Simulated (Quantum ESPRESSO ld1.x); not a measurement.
The rhodium ion Rh29+, 16 electrons, occupied as [Ne] 3s2 3p4. All-electron calculation, scalar-relativistic Kohn-Sham, LDA (Slater exchange, Perdew-Wang correlation), spin-polarised, spherical densities, point nucleus; open shells are filled with parallel spins first. Program: ld1.x of Quantum ESPRESSO 7.5.

Normalised radial functions P(r) = r R(r), r in bohr:

```
   r/bohr * 3p up, o 3d up (the largest magnitude, 1.91, reaches the edge; | marks zero, & curves that meet)
 0.003258                             &
 0.003673                             &
 0.004142                             &
  0.00467                             &
 0.005265                             o*
 0.005936                             o*
 0.006693                             o*
 0.007547                             o*
 0.008509                             o*
 0.009594                             o*
  0.01082                             o *
   0.0122                             o *
  0.01375                             o  *
   0.0155                             o  *
  0.01748                             o   *
  0.01955                             o    *
  0.02205                             o    *
  0.02486                             o      *
  0.02802                             |o      *
   0.0316                             |o       *
  0.03563                             |o        *
  0.04017                             | o         *
  0.04529                             | o          *
  0.05106                             |  o          *
  0.05758                             |   o          *
  0.06492                             |    o          *
  0.07319                             |     o         *
  0.08252                             |       o       *
  0.09305                             |         o   *
   0.1049                             |           &
   0.1183                             |        *    o
   0.1323                             |    *           o
   0.1492                             *                  o
   0.1682                       *     |                     o
   0.1896                 *           |                       o
   0.2138            *                |                         o
   0.2411       *                     |                          o
   0.2718    *                        |                          o
   0.3065  *                          |                        o
   0.3455   *                         |                      o
   0.3896     *                       |                   o
   0.4393         *                   |               o
   0.4953             *               |           o
   0.5584                  *          |        o
   0.6296                      *      |     o
   0.7099                         *   |  o
   0.8004                           * | o
   0.8952                            *|o
    1.009                             &
    1.138                             &
    1.283                             &
    1.447                             &
    1.631                             &
    1.839                             &
    2.074                             &
```

3p up: eigenvalue -1663.1 eV, 1 radial node at r = 0.149 bohr, <r> = 0.338 bohr, 90 % of the charge inside 0.501 bohr. 3d up (empty): eigenvalue -1522.9 eV, 0 radial nodes, <r> = 0.301 bohr, 90 % of the charge inside 0.460 bohr.
